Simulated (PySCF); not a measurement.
Geometries of 4 isomers of C4H11B, from PySCF, PBE0-D3(BJ)/def2-SVP geometry optimisation, gas phase. One conformer each, no zero-point energy, no frequencies.

Question: Which isomer lies lowest at this level?
A.
```xyz
16
angstrom
B     -0.351   -0.556    0.021
C      1.215   -0.591   -0.064
C      1.740   -0.951    1.337
H      1.638    0.379   -0.375
H      1.563   -1.356   -0.779
H      2.840   -0.984    1.358
H      1.424   -0.215    2.095
H      1.374   -1.937    1.667
C     -1.170    0.779    0.096
C     -1.594    1.112   -1.346
H     -0.570    1.613    0.497
H     -2.074    0.680    0.719
H     -2.187    2.039   -1.386
H     -0.723    1.256   -2.006
H     -2.209    0.311   -1.786
H     -0.953   -1.614    0.019
```
B.
```xyz
16
angstrom
B      0.183    0.394    0.367
C      1.749    0.308    0.231
H      2.008    0.602   -0.804
H      2.184   -0.686    0.413
H      2.256    1.048    0.872
C     -0.527    1.797    0.400
H     -1.477    1.807   -0.160
H      0.094    2.650    0.090
H     -0.813    1.967    1.457
C     -0.684   -0.926    0.417
C     -0.757   -1.528   -0.994
H     -1.706   -0.743    0.790
H     -0.215   -1.663    1.091
H     -1.353   -2.454   -1.012
H     -1.221   -0.831   -1.710
H      0.244   -1.774   -1.382
```
C.
```xyz
16
angstrom
C      2.370   -0.332   -0.087
B      1.508    0.541    0.882
C     -0.057    0.551    0.952
C     -0.855   -0.368    0.035
C     -2.361   -0.257    0.218
H      3.269   -0.736    0.404
H      1.837   -1.140   -0.609
H      2.758    0.362   -0.859
H      2.093    1.308    1.624
H     -0.317    0.364    2.015
H     -0.372    1.607    0.819
H     -0.596   -0.151   -1.016
H     -0.542   -1.414    0.201
H     -2.908   -0.932   -0.459
H     -2.656   -0.509    1.249
H     -2.712    0.769    0.021
```
D.
```xyz
16
angstrom
B     -1.186    1.293    0.661
C     -0.286    0.175    0.040
C     -1.376   -0.516   -0.817
C      0.824    0.696   -0.872
C      0.269   -0.821    1.058
H     -1.814    1.081    1.676
H     -1.354    2.343    0.078
H     -0.923   -1.365   -1.359
H     -2.198   -0.922   -0.206
H     -1.808    0.160   -1.574
H      1.598    1.228   -0.296
H      0.433    1.397   -1.626
H      1.322   -0.132   -1.405
H      0.764   -1.670    0.554
H     -0.528   -1.228    1.700
H      1.015   -0.348    1.715
```

Answer: B. That is `CCB(C)C` (BMe2Et), 10.7 kcal/mol below the next.

| SMILES | atoms numbered as above | E (Eh) | relative (kcal/mol) | relative (kJ/mol) | dipole (D) |
| --- | --- | --- | --- | --- | --- |
| CCB(C)C | – | -183.55221 | 0.0 | 0.0 | 0.07 |
| CBCCC | [CH3:1][BH:2][CH2:3][CH2:4][CH3:5] | -183.53521 | 10.7 | 44.7 | 0.41 |
| [H]B(CC)CC | – | -183.52742 | 15.6 | 65.1 | 0.51 |
| BC(C)(C)C | [BH2:1][C:2]([CH3:3])([CH3:4])[CH3:5] | -183.51189 | 25.3 | 105.9 | 0.69 |
